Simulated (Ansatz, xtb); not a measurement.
The molecule AuO, multiplicity 2 (lowest of 2S+1 = 2, 4 at CCSD(T)/def2-TZVPP on PBE0 minima; our sources give no spin for the ground state, which may be another). No spin–orbit coupling.

Constants: fifth-degree fit in 1/R to seven points, most abundant isotopes. In def2 and cc sets the state is the lowest found near the PBE0 minimum, followed along R.

Codes used: Ansatz (Gaussian basis) for Hartree–Fock, density functionals and correlated methods; xtb for the GFN methods.  In def2 rows elements past Kr take small-core potentials, without spin–orbit coupling. The GFN methods have no spin term and hold the electronic entropy of 300 K.

```csv
level,r_e (Å),ω_e (cm⁻¹),ω_e x_e (cm⁻¹),B_e (cm⁻¹),dipole (D)
GFN2-xTB,1.823,533,2.7,0.343,-
SVWN5/def2-TZVPP,1.817,701,4.5,0.345,3.02
PBE/def2-TZVPP,1.865,619,4.4,0.328,3.05
r2SCAN/def2-TZVPP,1.863,622,4.2,0.328,3.14
B97M-V/def2-TZVPP,1.894,568,3.8,0.318,3.26
B3LYP/def2-TZVPP,1.897,567,3.8,0.317,3.35
PBE0/def2-TZVPP,1.884,581,3.7,0.321,3.43
BHLYP/def2-TZVPP,1.928,546,4.1,0.306,3.90
CAM-B3LYP/def2-TZVPP,1.894,572,3.2,0.318,3.68
wB97X-V/def2-TZVPP,1.898,569,2.8,0.316,3.89
wB97M-V/def2-TZVPP,1.909,554,2.8,0.313,3.87
```

Ansatz is an electronic-structure program.
